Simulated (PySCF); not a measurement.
C₈H₇O (doublet state).
SMILES with atom numbers: `[CH2:1]=[C:2]1[C:3]=[CH:4]/[C:5]1=[CH:6]\[C:7]([CH3:8])=[O:9]` (hydrogens: H10, H11 on C1; H12 on C4; H13 on C6; H14, H15, H16 on C8)

Geometry (GFN2-xTB, Å), atoms numbered from 1 in this order:
```
atom  x, y, z in Å
C1     3.0479   -0.5381    0.0522
C2     2.1683    0.4394    0.1185
C3     2.1442    1.9096    0.1826
C4     0.7981    2.0316    0.1694
C5     0.6791    0.5740    0.1550
C6    -0.3254   -0.3090    0.2137
C7    -1.7290    0.1107    0.2817
C8    -2.7070   -1.0407    0.3254
O9    -2.0810    1.2694    0.3061
H10    4.1068   -0.3455    0.0361
H11    2.7377   -1.5689    0.0083
H12    0.0795    2.8217    0.1900
H13   -0.1079   -1.3677    0.2077
H14   -2.5073   -1.6566    1.2000
H15   -2.5873   -1.6586   -0.5622
H16   -3.7243   -0.6625    0.3716
```

The hyperfine couplings belong to this conformer and change with its torsions.

Method used: PySCF, UKS B3LYP, pcH-1 on C H O, non-relativistic, mean-field spin-orbit, GIAO. Geometry: GFN2-xTB, one conformer, isolated molecule. GFN2-xTB frequencies show an imaginary mode (27i cm⁻¹), so this geometry is no minimum at that level. A GFN2-xTB geometry isn't a minimum of the functional, and hyperfine couplings can be far from their values at a DFT geometry. The SCF solution wasn't tested for stability.

Break the g tensor into its mass correction, gauge correction and orbital-Zeeman/spin–orbit terms.

| Δg (ppm) | 1 | 2 | 3 |
| --- | --- | --- | --- |
| relativistic mass correction | -172 | -172 | -172 |
| gauge correction | 14 | 15 | -53 |
| orbital Zeeman/spin–orbit | -1116 | -97 | 711 |
| total | -1274 | -254 | 485 |

So g = 2.00105, 2.00206, 2.00280 and g_iso = 2.00197; the tensor is rhombic: the two nearest values differ by 42 % of g3 − g1. Axes: g2 points within 6° of the C5–C6 bond.

At 94.2 GHz, how far is the centre of the isotropic spectrum from where a free electron (g = 2.002319) resonates?

B = hν/(g μB) with μB/h = 13.99624 MHz/mT gives 3361.29 mT for the free electron and 3361.87 mT at g_iso, 0.58 mT higher.

Average each term over the three axes. Which is largest in size?

The mass correction -172, the orbital-Zeeman/spin–orbit term -167 and the gauge correction -8 ppm, for a total of -348 ppm. The mass correction is the same along every axis, so the anisotropy comes from the other two: their spans along these axes are 68 (gauge) and 1827 ppm (orbital Zeeman/spin–orbit).

In a frozen sample, at which fields do the three g values resonate at 9.5, 34, 94 and 263 GHz (hyperfine left aside), and which band first spreads them over more than twice a line width of 1.0 mT?

| band | GHz | B(g3) mT | B(g2) mT | B(g1) mT | spread mT |
| --- | --- | --- | --- | --- | --- |
| X | 9.5 | 338.90 | 339.03 | 339.20 | 0.30 |
| Q | 34.0 | 1212.91 | 1213.36 | 1213.98 | 1.07 |
| W | 94.0 | 3353.34 | 3354.58 | 3356.29 | 2.95 |
| J | 263.0 | 9382.22 | 9385.69 | 9390.47 | 8.25 |

The spread grows in proportion to the frequency. W band is the first where it exceeds 2.0 mT.

The Mulliken spin populations are largest on C3 (+0.96), C5 (+0.11) and C4 (-0.07). No atom but C3 exceeds +0.15. The positive populations add up to 1.11 and the negative ones to -0.11, together 2S = 1.

The HOMO–LUMO gaps are 4.76 eV among the α and 3.57 eV among the β orbitals.

Time: 1.9 min (grids of density and orbitals included); peak memory 0.97 GiB. Hardware: Arm Neoverse V1, one thread, shared host.
